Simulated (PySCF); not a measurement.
## Sm(OH)2 at several levels of theory

Computed with PySCF 2.14.0 (density fitting, no spin-orbit coupling) at the geometry relaxed with BP86:

```xyz
5
Sm(OH)2 (singlet in the valence; each metal's 4f electrons, 6 of them, lie in its core potential, out of spins and levels)
Sm   -0.8738    0.0713   -0.0052
O     0.0787    0.1355    1.9593
H     0.7146    0.1365    2.6934
O     0.0787   -0.1484   -1.9584
H     0.7146   -0.2532   -2.6849
```

```csv
level,basis,state,HOMO (eV),gap (eV),charge on Sm1 (e),population of f-type functions on Sm1 (polarisation alone where 4f lies in the core),dipole about the centre of mass (D),largest force component (eV/Å)
BP86,"Sm lcecp-0-SVP with ECP52, O def2-SVP, H def2-SVP",singlet,–,–,0.72,0.04,3.18,0.02
CAM-B3LYP,the same,singlet,–,–,0.85,0.04,3.51,0.40
wB97X,the same,singlet,–,–,0.89,0.04,3.65,0.53
TPSSh,the same,singlet,–,–,0.83,0.04,3.40,0.23
PBE,the same,singlet,–,–,0.71,0.04,3.15,0.04
```

In the lcecp rows the 4f levels are missing from HOMO and gap, and the state counts the valence alone.

Charges are Mulliken's, which hang on the basis. The relaxation used the grid (50, 194), these runs (75, 302) or, all-electron (x2c bases, spin-free X2C Hamiltonian), (99, 590).

Problem. What does BP86 with Sm lcecp-0-TZVP with ECP52, O def2-TZVP, H def2-TZVP give here?

Solution. state singlet, charge on Sm1 (e) 1.14, population of f-type functions on Sm1 (polarisation alone where 4f lies in the core) 0.05, dipole about the centre of mass (D) 3.63, largest force component (eV/Å) 0.23. Time: 6.2 s on 2 threads of Arm Neoverse V2 (shared host), from free ions and atoms.

An lcecp potential fixes the number of 4f electrons, so in runs with it no electron can move into or out of that shell.
